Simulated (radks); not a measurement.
All-electron atom: V III in [Ar] 3d3.

Method: scalar-relativistic Kohn-Sham, PBE, spin-unpolarised, spherical densities, finite nucleus; Fermi nuclear charge, rms radius 3.6002 fm; computed with a radial shooting solver on a logarithmic mesh with Libxc functionals.

Energy parts (hartree):
part                       energy
total                  -948.19340
kinetic                 957.00435
electron-nucleus      -2244.16886
Hartree                 383.74087
exchange-correlation    -44.76976

Orbitals (lengths in bohr, moments of r in powers of bohr):
| orbital | occ. | eigenvalue (hartree) | <r^2> | <r> |
|---|---|---|---|---|
| 1s | 2 | -197.7658 | 0.005936 | 0.06644 |
| 2s | 2 | -22.75052 | 0.1123 | 0.3082 |
| 2p | 6 | -19.09596 | 0.09254 | 0.2740 |
| 3s | 2 | -3.18898 | 1.038 | 0.9487 |
| 3p | 6 | -2.22640 | 1.213 | 1.015 |
| 3d | 3 | -0.78338 | 2.239 | 1.321 |

The highest occupied level is 3d at -21.317 eV. Summed over all electrons, <r^2> = 16.86 bohr^2, which gives a Langevin (diamagnetic) susceptibility term of -13.4 x 10^-6 cm^3/mol. For comparison, the ionisation energy in NIST's Atomic Spectra Database is 29.311 eV (measured). In exact Kohn-Sham theory the highest level is minus the ionisation energy, but local and semilocal functionals leave it too shallow, through self-interaction and a potential that decays too fast; potentials with the right tail come closer. The electron density at the nucleus is 9942 e/bohr^3 (large components only). The density falls to 0.001 e/bohr^3 at r = 3.16 bohr.

Beside tabulated values, note that spin-unpolarised runs miss the spin-polarisation part of the exchange energy of open shells.
